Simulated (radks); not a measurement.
Results of a calculation; reference values are marked as such.
Dispersion coefficients C6 (hartree bohr^6) between ground-configuration atoms and ions, from the Casimir-Polder integral (3/pi) of alpha_A(iw) alpha_B(iw). Code: a radial shooting solver on a logarithmic mesh with Libxc functionals. Model: scalar-relativistic Kohn-Sham, LDA (Slater exchange, Perdew-Wang correlation), spin-polarised, spherical densities, finite nucleus; Fermi nuclear charge, rms radius of each element as measured or else 0.836 A^(1/3) + 0.57 fm. Response by self-consistent Sternheimer equations with the Hartree and adiabatic LDA kernel, the relativistic mass of each level held fixed and spin-orbit coupling left out.

C6,He,Li+,Be2+,B3+,C4+,N5+,O6+,F7+,Ne8+
He,1.865,,,,,,,,
Li+,0.3660,0.09112,,,,,,,
Be2+,0.1125,0.03209,0.01253,,,,,,
B3+,0.04471,0.01380,0.005790,0.002835,,,,,
C4+,0.02099,0.006807,0.003001,0.001537,0.0008643,,,,
N5+,0.01108,0.003709,0.001694,0.0008969,0.0005196,0.0003201,,,
O6+,0.006368,0.002179,0.001021,0.0005541,0.0003284,0.0002062,0.0001350,,
F7+,0.003910,0.001358,0.0006477,0.0003582,0.0002160,0.0001378,0.00009151,0.00006289,
Ne8+,0.002529,0.0008881,0.0004291,0.0002407,0.0001472,0.00009515,0.00006405,0.00004462,0.00003210

Static polarisabilities (bohr^3): He ([He]) 1.658, Li+ ([He]) 0.2150, Be2+ ([He]) 0.05664, B3+ ([He]) 0.02092, C4+ ([He]) 0.009435, N5+ ([He]) 0.004859, O6+ ([He]) 0.002751, F7+ ([He]) 0.001671, Ne8+ ([He]) 0.001073. The combination rule 2 Ca Cb / ((alpha_b/alpha_a) Ca + (alpha_a/alpha_b) Cb) gives 0.00009511 for Ne8+-N5+, against 0.00009515 from the integral.
